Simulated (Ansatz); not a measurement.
A nudged elastic band was laid between two geometries of CH3NO2Si (8 atoms, charge 0, multiplicity 1).

The calculation used RKS PBE-D4/def2-SVP in Ansatz 0.2.0.

| Property | Result |
| --- | --- |
| movable images | 8 |
| climbing image | no |
| spring | 5.0 eV/Å² |
| optimiser | quadratic models (default) |
| start path | IDPP |
| force threshold | 0.05 eV/Å |
| iteration limit | 34 |
| end points | relaxed |

Initial state:

```xyz
8
Properties=species:S:1:pos:R:3
N -0.896 0.347 1.148
Si 0.425 -0.236 0.237
O 0.984 0.672 -1.198
C 0.418 -0.516 -1.596
O 0.241 -0.983 -2.685
H -1.807 0.564 0.740
H -0.807 0.662 2.116
H 1.534 -0.567 1.182
```

Final state:

```xyz
8
Properties=species:S:1:pos:R:3
N -0.896 0.346 1.149
Si 0.424 -0.236 0.237
O 0.983 0.673 -1.199
C 0.418 -0.517 -1.596
O 0.241 -0.984 -2.685
H -0.805 0.664 2.115
H -1.807 0.562 0.741
H 1.535 -0.565 1.181
```

(1) What changes between the two ends?

(2) What energy profile does the band end with?

(3) What is the geometry of the highest image?

Results:

(1) No bond is made or broken. The dihedral H7–N1–Si2–O3 goes from -115 to 54°. The two ends are copies of one structure, up to a mirror image or an exchange of like atoms.

(2) It converged. The highest image is number 5 of 0 to 9, 26.3 kJ/mol above the ends, which have the same energy within 2 meV. No image climbed, so the highest image needn't sit at the top of the path.

```csv
image,path coordinate (Å),energy (kJ/mol),dihedral H7–N1–Si2–O3 (°)
0,0.00,0.0,-115
1,0.41,1.9,-146
2,0.82,7.0,-175
3,1.23,15.3,159
4,1.63,23.5,136
5,2.04,26.3,116
6,2.45,21.0,99
7,2.86,11.1,83
8,3.27,2.8,67
9,3.68,0.0,54
```

(3) 
```xyz
8
Properties=species:S:1:pos:R:3
N -0.775 0.529 1.270
Si 0.534 -0.073 0.306
O 0.562 0.551 -1.371
C 0.390 -0.804 -1.407
O 0.248 -1.571 -2.316
H -1.264 1.352 0.897
H -1.467 -0.150 1.600
H 1.865 0.109 0.964
```

Run time: 6.9 min on 1 CPU thread of a shared host.
